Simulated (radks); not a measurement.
Results of a calculation; reference values are marked as such.
Problem. All-electron atom: Pm+ in [Kr] 4d10 4f5 5s2 5p5.5 6s1 5f0.5 (fractional occupations, a model configuration). Level of theory: scalar-relativistic Kohn-Sham, r2SCAN, spin-unpolarised, spherical densities, finite nucleus; meta-GGA in the generalised Kohn-Sham scheme; Fermi nuclear charge, rms radius 4.962 fm (a radial shooting solver on a logarithmic mesh with Libxc functionals). Some entries of the table are withheld. Estimate them.

orbital  occ.  eigenvalue (hartree)  r(max) (bohr)
1s          2             -1657.392        0.01479
2s          2             -270.5516            (1)
2p          6             -241.5325        0.06762
3s          2             -59.57939         0.2383
3p          6                   (2)         0.2335
3d         10             -37.86504         0.1920
4s          2             -12.28410         0.5522
4p          6              -9.26231            (3)
4d         10              -4.97861         0.6027
5s          2              -1.96354            (4)
5p        5.5              -1.23108          1.458
4f          5              -0.44483            (5)
6s          1              -0.36881          3.416
5d          0              -0.36701          2.004
6p          0              -0.24297          4.130
5f        0.5              -0.07314          9.100

Solution. 
(1) 2s r(max) (bohr): 0.08376
(2) 3p eigenvalue (hartree): -50.41712
(3) 4p r(max) (bohr): 0.5761
(4) 5s r(max) (bohr): 1.291
(5) 4f r(max) (bohr): 0.6363
